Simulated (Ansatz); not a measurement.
1-chloro-1-methylcyclopropane (C4H7Cl), SMILES CC1(Cl)CC1.

Coordinates come from a PBE0-D3(BJ)/def2-SVP optimisation.

Two levels are set side by side: PBE/def2-SVPD (Ansatz, a program for electronic structure) and CAM-B3LYP/def2-SVPD (Ansatz). Energy differences of separate SCF runs at the same geometry; the states with an electron removed or added have multiplicity 2 and 2. Differences are taken from unrounded values.

```tsv
quantity	CAM-B3LYP
vertical ionisation energy (eV)	10.01
vertical singlet–triplet gap (eV)	6.29
```

What does PBE give, and how far is it from CAM-B3LYP? (An estimate is asked for; the answer gives what the named calculation found.)


```tsv
quantity	PBE	PBE minus CAM-B3LYP
vertical ionisation energy (eV)	9.54	-0.47
vertical singlet–triplet gap (eV)	5.71	-0.58
```
